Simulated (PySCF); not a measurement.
[WO3(NH2)]- (charge -1 and singlet state).
Structure used (PBE0-D3(BJ)/def2-SVP), in Å, numbered top down from 1:
```xyz
7
H2NO3W angstrom
W      0.3612    0.6525    0.2146
O      0.3201    0.6060    1.9646
O      2.0159    0.5883   -0.3488
O     -0.4872    2.0741   -0.3523
N     -0.5680   -0.9571   -0.5519
H     -0.0872   -1.8519   -0.5587
H     -1.5549   -1.1119   -0.3675
```

Computed with PBE0-D3(BJ)/def2-SVP geometry optimisation, gas phase, def2 core potentials past Kr in PySCF 2.14.0.

Problem. Which atoms are bound to W1, and at what distances?

Solution. 4 atoms: O3 1.749 Å, O4 1.750 Å, O2 1.751 Å, N5 2.010 Å. The nearest atom not counted as bound is H6, at 2.66 Å (others tie with it).

Problem. List the angles at W1.

Solution. 
| angle | degrees | distance of the outer atoms (Å) |
| --- | --- | --- |
| O3–W1–O4 | 112.6 | 2.91 |
| O2–W1–N5 | 110.4 | 3.09 |
| O2–W1–O3 | 110.1 | 2.87 |
| O2–W1–O4 | 109.5 | 2.86 |
| O4–W1–N5 | 107.6 | 3.04 |
| O3–W1–N5 | 106.6 | 3.02 |

Problem. What is the shape at W1?

Solution. Tetrahedral: angles from 106.6° to 112.6°; τ4 = (360° − α − β)/141° = 0.97 with α and β the two widest (0 for a square, 1 for a tetrahedron).

Problem. What are the other bond lengths?

Solution. N5–H6, N5–H7 1.016 Å.

Point group: near Cs, missed by 0.20 Å at most; the miss may be what the optimiser left on a soft mode. Charge -1, singlet. The geometry's basis has no diffuse functions, a weakness for an anion. No frequency check.

On Arm Neoverse V1, one thread, shared host, this took 30 s of wall time. These figures are those of the optimisation.
